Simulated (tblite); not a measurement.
Species: C3H5F3N (doublet state).
Atom-mapped SMILES: `[CH2:1][C@@H:2]([NH2:3])[C:4]([F:5])([F:6])[F:7]` (hydrogens: H8, H9 on C1; H10 on C2; H11, H12 on N3)

Structure optimised with GFN2-xTB, isolated species. This method treats the open shell by occupation alone, without spin polarisation.

Question: Give the optimised bond lengths and angles.

Answer: 
```
               bond  length (pm)
              C1–C2        147.2
              C2–N3        143.8
              C2–C4        156.4
C4–F5, C4–F6, C4–F7        134.1
       C1–H8, C1–H9        107.0
             C2–H10        110.3
     N3–H11, N3–H12        101.3
```

Bonds in one row agree within 1 pm and their mean is given. A selection of angles:
```
     angle  degrees
  C2–C1–H8    119.8
  H8–C1–H9    120.3
  C1–C2–N3    112.8
  C1–C2–C4    108.8
 C1–C2–H10    110.9
  N3–C2–C4    111.5
 N3–C2–H10    108.6
 C4–C2–H10    103.9
 C2–N3–H11    111.3
H11–N3–H12    109.0
  C2–C4–F5    111.7
  C2–C4–F6    113.0
  F5–C4–F6    107.3
  F5–C4–F7    106.4
```

Torsions: C1–C2–C4–F5 -64° (synclinal).

The C–C distances run from 1.472 Å (C1–C2, drawn single) to 1.564 Å (C2–C4, drawn single), a spread of 0.092 Å. Of the pairs four or more bonds apart, F7···H12 is among the closest relative to their van der Waals radii: 2.54 Å, 95 % of the sum of Bondi's values. N3 (nitrogen bonded to C and 2 H) is pyramidal (angles 111.9°, 111.3° and 109.0°, sum 332.2°, 0.35 Å off the plane of its three neighbours). C1 (carbon bonded to C and 2 H) is planar (angles 120.3°, 119.8° and 119.7°, sum 359.8°, 0.03 Å off the plane of its three neighbours).

Point group: C1 (no symmetry element, even within 0.4 Å). Its GFN2-xTB frequencies are all real (lowest 65 cm⁻¹). Torsions: H–C1–C2–N3 -11° and 173°, C1–C2–N3–H 56° and 178°. 2 starts were optimised and ended at 0.00 and 1.91 kcal/mol (GFN2-xTB); the lowest of these is shown.

One conformer stands for the species.

These are computed values.
